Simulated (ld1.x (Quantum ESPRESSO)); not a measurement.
I: TM pseudisation with PBEsol, scalar-relativistic reference atom.

| Property | Result |
| --- | --- |
| Element | iodine (I) |
| Generator | ld1.x (Quantum ESPRESSO) 7.5 |
| Type | norm-conserving Troullier–Martins (Kleinman–Bylander form) |
| Functional | PBEsol |
| Relativity | scalar-relativistic |
| Frozen core | [Kr] |
| Valence charge | 17 |
| Reference configuration | 4d10 5s1.5 5p5.5 |
| Partial waves | 5p (bound): rc 1.82 bohr; 4d (bound): rc 1.58 bohr; 5s (bound): rc 1.52 bohr |
| Local potential | the s channel |
| Core correction | Bessel-smoothed model core, default radius (core density twice the valence density) |

- Cutoffs needed: 100 Ry and 160 Ry (the cutoffs (Ry, on a coarse ladder) from which the occupation-weighted sum of valence levels, in a spherical-Bessel basis at the reference potential, stays within 10 and 1 mRy of its value at 400 Ry)
- Ghost test: no extra level below or beside the all-electron valence levels (p, d, s, f tested) (spherical-Bessel basis up to 400 Ry, 20 bohr box)
- Largest excitation error: +5.2 meV (all-electron minus pseudo) for 4d10 5s2 5p2, out of 7 test configurations
